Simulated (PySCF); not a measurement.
Dipole response of Ru (ruthenium, neutral)

[Kr] 4d6 5s2, high-spin 5D determinant (an excited configuration). All numbers are calculated (PySCF 2.14, a scalar-relativistic core potential, in aug-cc-pVTZ-PP with one added diffuse shell each of s, p, d, f, g type with ECP28MDF (7s7p6d4f3g, 113 functions)). Coupled (time-dependent) response in atomic units; α is the mean over directions.

```
method  mean α (bohr³)         α xx, yy, zz  C₆ (like pair)  S(−4)
   UHF           105.3  107.7, 107.7, 100.6            1177  11800
   PBE           71.59  70.76, 70.76, 73.25           778.4   2596
  PBE0           76.21  75.14, 75.14, 78.34           837.3   3061
```

S(−4) is the Cauchy moment in α(ω) = α(0) + S(−4) ω² + …

Spin-orbit coupling is absent.

α(iu) at PBE:

| u (hartree) | α(iu) (bohr³) |
| --- | --- |
| 0 | 71.59 |
| 0.0500 | 65.84 |
| 0.100 | 54.14 |
| 0.200 | 34.32 |
| 0.300 | 23.17 |
| 0.500 | 13.13 |
| 0.750 | 8.153 |
| 1.00 | 5.747 |
| 1.50 | 3.412 |
| 2.00 | 2.287 |
| 3.00 | 1.232 |
| 5.00 | 0.5147 |

The components differ because the open shell of this determinant is not spherical; for a pure term their mean is the scalar polarisability.

Energies and moments cover only the electrons outside the core potential.
